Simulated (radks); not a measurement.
The numbers below are computed, except where a source is named.
Q: Lu I, 71 electrons, occupied as [Xe] 4f14 6s2 6d1 (not the ground configuration). Code: a radial shooting solver on a logarithmic mesh with Libxc functionals. Model: Dirac Kohn-Sham, PBEsol, spin-unpolarised, spherical densities, point nucleus; open shells fill j = l - 1/2 first.

Spin-orbit splittings of the eigenvalues, e(l+1/2) - e(l-1/2), with zeta = 2 splitting/(2l+1) and mean radii in bohr:

| shell | occ. | splitting (eV) | zeta (eV) | <r> j=l-1/2 | <r> j=l+1/2 |
|---|---|---|---|---|---|
| 2p | 6 | 1117 | 744.6 | 0.06742 | 0.07503 |
| 3p | 6 | 238.2 | 158.8 | 0.2021 | 0.2163 |
| 3d | 10 | 52.02 | 20.81 | 0.1899 | 0.1943 |
| 4p | 6 | 54.27 | 36.18 | 0.4851 | 0.5179 |
| 4d | 10 | 9.906 | 3.962 | 0.5411 | 0.5527 |
| 4f | 14 | 1.525 | 0.4358 | 0.7135 | 0.7289 |
| 5p | 6 | 6.990 | 4.660 | 1.309 | 1.419 |
| 6d | 1 | ? | ? | 10.82 | 10.97 |

Estimate the 6d splitting.

A: 0.01569 eV (zeta = 0.006277 eV).
